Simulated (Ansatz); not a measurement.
Cost and result for the atomization energy of AlH$_{7}$OSiSn (`O[SiH2][AlH][SnH3]`) (11 atoms, 10 bonds).

```xyz
11

O    -2.268    0.245   -0.600
Si   -1.659   -1.238   -0.170
Al    0.632   -0.991    0.708
Sn    1.770    1.351    0.135
H    -1.662    0.866   -1.007
H    -1.660   -2.178   -1.336
H    -2.624   -1.789    0.820
H     1.421   -2.099    1.531
H     0.755    2.250   -0.924
H     2.013    2.352    1.502
H     3.281    1.231   -0.660
```

Charge 0, multiplicity 1. Correlated methods include outer-core shells of Sn, which these sets cover unevenly. Sn: def2 effective core potential. The structure was optimised at the PBE0-D4/def2-TZVP level. It is one conformer, not always the lowest. Program: Ansatz. All runs use 4 threads of an Arm Neoverse V2 on a shared host. Times are those of one run each, without the atoms' runs, and a repeat can differ threefold. Electronic energies, without spin–orbit coupling; frozen cores. CCSD(T)/CBS adds CCSD(T) − MP2 in def2-TZVPP to the MP2 limit, and its time is that of the two runs behind it. T1 = 0.014. With those shells the extrapolation isn't a true limit. B3LYP takes the VWN-RPA correlation (the form of Gaussian; ORCA's B3LYP/G).

CCSD(T)/CBS is a level of theory with its own doubt, some kJ/mol a heavy atom from the limit and from the frozen cores, so smaller differences don't rank the functionals.

```csv
level,functions,wall time
LDA (SPW92)/def2-TZVPP,263,1.4 s
revPBE-D4/def2-TZVPP,263,2 s
PBE0-D4/def2-TZVPP,263,3.3 s
BHLYP-D4/def2-TZVPP,263,3.4 s
CAM-B3LYP-D4/def2-TZVPP,263,3.8 s
B3LYP-D4/def2-TZVPP (with forces),263,4.8 s
r2SCAN-D4/def2-TZVPP (with forces),263,4.8 s
B2PLYP/def2-TZVPP,263,6 s
CCSD(T)/def2-SVP,111,6 s
ωB97M-V/def2-TZVPP (with forces),263,13 s
MP2/def2-QZVPP,489,21 s
CCSD(T)/def2-TZVPP,263,3.2 min
CCSD(T)/CBS(def2),–,3.5 min
```

(1) What atomization energy does each give, and how far from CCSD(T)/CBS? (Estimate.)

Results:

(1) The calculation gave: 
| level | atomization (kJ/mol) | difference from CCSD(T)/CBS | per bond |
| --- | --- | --- | --- |
| LDA (SPW92)/def2-TZVPP | 3376.3 | 341.2 | 34.1 |
| revPBE-D4/def2-TZVPP | 2916.2 | -118.9 | -11.9 |
| PBE0-D4/def2-TZVPP | 2955.0 | -80.1 | -8.0 |
| BHLYP-D4/def2-TZVPP | 2942.4 | -92.7 | -9.3 |
| CAM-B3LYP-D4/def2-TZVPP | 3011.5 | -23.6 | -2.4 |
| B3LYP-D4/def2-TZVPP (with forces) | 2989.9 | -45.2 | -4.5 |
| r2SCAN-D4/def2-TZVPP (with forces) | 3006.2 | -28.9 | -2.9 |
| B2PLYP/def2-TZVPP | 2948.7 | -86.4 | -8.6 |
| CCSD(T)/def2-SVP | 2774.8 | -260.3 | -26.0 |
| ωB97M-V/def2-TZVPP (with forces) | 3002.3 | -32.8 | -3.3 |
| MP2/def2-QZVPP | 2969.8 | -65.3 | -6.5 |
| CCSD(T)/def2-TZVPP | 2947.7 | -87.4 | -8.7 |
| CCSD(T)/CBS(def2) | 3035.1 | 0.0 | 0.0 |

Leaving LDA and LC-ωPBE aside and taking each functional with its dispersion term where it has one, the values, not all of them listed here, spread over 141.0 kJ/mol, from revPBE-D4 to B97M-V. LDA lies +421.8 kJ/mol from PBE without D4, its usual overbinding. At CCSD(T), def2-SVP lies −260.3 kJ/mol from the extrapolated value and def2-TZVPP −87.5 kJ/mol: correlation converges slowly with the basis, and small sets miss more of it in the bonded molecule than in its fragments. The D4 term adds +37.5 kJ/mol with B3LYP and +20.1 kJ/mol with PBE0; it sums over pairs of atoms, weighted by their polarisabilities, and B3LYP, whose exchange is more repulsive, gets the larger term.

Spin–orbit coupling would lower the free Sn atoms strongly, and the atomization energy with them, by more than many differences here. For some Ge, Se and Sn compounds the MP2-based and the directly extrapolated limit differ by 10 to 25 kJ/mol.
